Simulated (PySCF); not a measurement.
TiF₄ (singlet state).
SMILES with atom numbers: `[F:1][Ti:2]([F:3])([F:4])[F:5]`

Theory: EOM-IP-CCSD/aug-cc-pVDZ in PySCF, restricted Hartree–Fock reference, 9 core orbitals frozen, non-relativistic, gas phase, PBE0-D3(BJ)/def2-SVP geometry.

Hartree–Fock orbital energies give these Koopmans values (eV): HOMO/HOMO-1/HOMO-2 18.05, HOMO-3/HOMO-4/HOMO-5 18.58, HOMO-6 19.28.

Task: What vertical ionisation energies does EOM-IP-CCSD give?

Result: 
```json
{"leading hole (HF orbital)": "HOMO/HOMO-1/HOMO-2", "Koopmans (eV)": "18.05", "EOM-IP-CCSD (eV)": "15.62", "change (eV)": "-2.43", "one-hole share": "0.94"}
{"leading hole (HF orbital)": "HOMO-3/HOMO-4/HOMO-5", "Koopmans (eV)": "18.58", "EOM-IP-CCSD (eV)": "16.21", "change (eV)": "-2.37", "one-hole share": "0.95"}
{"leading hole (HF orbital)": "HOMO-6", "Koopmans (eV)": "19.28", "EOM-IP-CCSD (eV)": "16.81", "change (eV)": "-2.47", "one-hole share": "0.94"}
```

Task: Does the order of the lines follow the orbital energies?

Result: Yes, no two lines change places. The corrections run from -2.47 to -2.37 eV, with a mean of -2.42 eV over the 3 lines; no line lies above its Koopmans value.

Task: At what kinetic energies would He I light (21.22 eV) eject these electrons?

Result: 5.60 eV (HOMO/HOMO-1/HOMO-2), 5.01 eV (HOMO-3/HOMO-4/HOMO-5), 4.41 eV (HOMO-6).

One root was sought for each valence orbital with −ε under 21 eV, eight at most, so deeper holes and satellites are missing; no vibrational structure.
